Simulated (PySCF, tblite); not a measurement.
Compound: C6H16N (charge +1).
Atom-mapped SMILES: `[CH3:1][NH2+:2][CH2:3][C:4]([CH3:5])([CH3:6])[CH3:7]` (hydrogens: H8, H9, H10 on C1; H11, H12 on N2; H13, H14 on C3; H15, H16, H17 on C5; H18, H19, H20 on C6; H21, H22, H23 on C7)

Computed geometry: GFN2-xTB, gas phase.

Some entries are withheld. Bonds in one row agree within 0.01 Å.

```tsv
coordinate	value
C1–N2	?
N2–C3	?
C3–C4	?
C4–C5, C4–C6, C4–C7	?
C1–H8, C1–H9, C1–H10	1.088 Å
N2–H11, N2–H12	1.029 Å
C3–H13, C3–H14	1.092 Å
C5–H15 and 8 like bonds	1.087 Å
C1–N2–C3	114.0°
N2–C3–C4	?
C3–C4–C5	?
C3–C4–C6	?
C5–C4–C6	?
```

Task: Estimate the withheld lengths and angles.

Result: 
- C1–N2 = 1.474 Å, drawn single (N-methyl carbon to ammonium nitrogen); equal to the sum of covalent radii, 1.47 Å.
- N2–C3 = 1.486 Å, drawn single (ammonium nitrogen to sp3 carbon bound to nitrogen); 0.02 Å above the sum of covalent radii, 1.47 Å.
- C3–C4 = 1.541 Å, drawn single (sp3 carbon bound to nitrogen to quaternary sp3 carbon); 0.02 Å above the sum of covalent radii, 1.52 Å.
- C4–C5, C4–C6, C4–C7 = 1.531 Å, drawn single (quaternary sp3 carbon to methyl carbon); 0.01 Å above the sum of covalent radii, 1.52 Å.
- N2–C3–C4 = 112.3°, at the sp3 carbon bound to nitrogen; the outer atoms are 2.514 Å apart.
- C3–C4–C5 = 106.7°, at the quaternary sp3 carbon; the outer atoms are 2.465 Å apart.
- C3–C4–C6 = 110.3°, at the quaternary sp3 carbon; the outer atoms are 2.520 Å apart.
- C5–C4–C6 = 109.6°, at the quaternary sp3 carbon; the outer atoms are 2.502 Å apart.

Radii are Cordero's, carbon taken as 0.76, 0.73 or 0.69 Å for four, three, and two or fewer neighbours.

Its GFN2-xTB frequencies are all real (lowest 70 cm⁻¹). Torsions: C1–N2–C3–C4 180°.

One conformer stands for the species.
